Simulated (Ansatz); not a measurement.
`C[O][Ti]([F])([Cl])[SeH]` and `[F][Ti]([F])([Cl])[SeH]` differ in one atom or group.

Ansatz, PBE0-D4/def2-TZVP geometries, multiplicity 1. Each molecule was computed in one conformer, which needn't be the lowest.

Scalar relativity is left out up to krypton.

```
                                          property  `C[O][Ti]([F])([Cl])[SeH]`
                 LUMO energy (PBE/def2-TZVPP) / eV                       -3.36
             HOMO–LUMO gap (B3LYP/def2-TZVPP) / eV                        4.34
size of the dipole moment (ωB97M-V/def2-TZVPP) / D                        3.06
                 HOMO energy (PBE/def2-TZVPP) / eV                       -6.21
             HOMO energy (ωB97M-V/def2-TZVPP) / eV                       -9.43
             LUMO energy (ωB97M-V/def2-TZVPP) / eV                       -0.46
```

Problem. What does the change do to each property? (An estimate is asked.)

Solution. Ansatz gave: 
```csv
property,`[F][Ti]([F])([Cl])[SeH]`,shift
LUMO energy (PBE/def2-TZVPP) / eV,-4.19,-0.83
HOMO–LUMO gap (B3LYP/def2-TZVPP) / eV,4.16,-0.18
size of the dipole moment (ωB97M-V/def2-TZVPP) / D,0.87,-2.19
HOMO energy (PBE/def2-TZVPP) / eV,-6.78,-0.57
HOMO energy (ωB97M-V/def2-TZVPP) / eV,-9.98,-0.55
LUMO energy (ωB97M-V/def2-TZVPP) / eV,-1.17,-0.71
```

With PBE0 the HOMO falls by 0.57 eV and the LUMO falls by 0.75 eV, so the gap narrows by about 0.18 eV. PBE moves the HOMO by -0.57 eV and ωB97M-V by -0.55 eV. Dipoles are sizes alone; their direction can turn.

B3LYP here is the variant with VWN-RPA as its local correlation; programs differ in this.

Spin–orbit coupling is left out; it splits and shifts lone-pair levels of the heavy atoms by tenths of an eV.
